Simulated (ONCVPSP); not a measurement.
How hard is this aluminium ONCV potential?

* Element: Al
* Generator: ONCVPSP 4.0.1
* Type: optimised norm-conserving Vanderbilt (ONCV)
* Functional: LDA (Perdew-Wang 92)
* Relativity: fully relativistic
* Frozen core: [He]
* Valence charge: 11
* Reference configuration: 2s2 2p6 3s2 (charge +1)
* Partial waves: 2s+3s: rc 0.95 bohr, ncon 4, nbas 8, qcut 12.9 1/bohr, 2 projectors; 2p: rc 0.55 bohr, ncon 4, nbas 7, qcut 13.8 1/bohr, 2 projectors, debl 1.1 Ha; d scattering state at 0.28 Ha: rc 1.05 bohr, ncon 5, nbas 8, qcut 10.8 1/bohr, 3 projectors, debl 1.9 Ha
* Local potential: polynomial inside 0.45 bohr (lpopt 5, dvloc0 0 Ha)
* Core correction: none

Open shells are filled in proportion to 2j + 1.

In the p channel the program set the typed energies aside and used -2.864, 0.250 Ha (j = l + 1/2; the other j can differ).

Q: For each optimised wave give the share of its norm inside rc, the residual kinetic energy above qcut (Ha) and the cutoffs (Ha) for errors of 10, 1, 0.1 and 0.01 mHa per electron.

A:

| wave | norm inside rc | residual KE | 10 mHa | 1 mHa | 0.1 mHa | 0.01 mHa |
| --- | --- | --- | --- | --- | --- | --- |
| 2s | 0.878 | 8.9e-07 | 18.9 | 48.3 | 62.8 | 73.4 |
| 3s | 0.037 | 6.2e-07 | 13.4 | 31.4 | 56.6 | 70.1 |
| 2p j=3/2 | 0.510 | 6.0e-02 | 264.3 | 464.9 | 543.0 | 875.3 |
| p projector 2 j=3/2 | 0.018 | 3.2e-03 | 76.7 | 113.3 | 363.6 | 663.4 |
| 2p j=1/2 | 0.512 | 6.1e-02 | 306.9 | 464.5 | 544.1 | 879.0 |
| p projector 2 j=1/2 | 0.017 | 3.3e-03 | 77.0 | 113.8 | 364.4 | 664.1 |
| d projector 1 j=5/2 | 0.039 | 1.6e-05 | 14.0 | 30.7 | 46.6 | 63.9 |
| d projector 2 j=5/2 | 0.102 | 1.1e-04 | 26.6 | 44.0 | 58.3 | 98.9 |
| d projector 3 j=5/2 | 0.088 | 2.7e-04 | 31.9 | 49.5 | 63.8 | 107.2 |
| d projector 1 j=3/2 | 0.039 | 1.7e-05 | 14.0 | 30.7 | 46.6 | 64.0 |
| d projector 2 j=3/2 | 0.102 | 1.1e-04 | 26.7 | 44.1 | 58.3 | 99.1 |
| d projector 3 j=3/2 | 0.088 | 2.7e-04 | 31.9 | 49.5 | 63.9 | 107.5 |

The occupied waves need 465 Ha and 544 Ha for 1 and 0.1 mHa. Note: ghosts flagged at negative energy: d5/2 at -34759.9 eV, d3/2 at -18396.3 eV; GHOST(+) flags only above 600 eV. A true bound ghost makes a file unfit for plane-wave use.
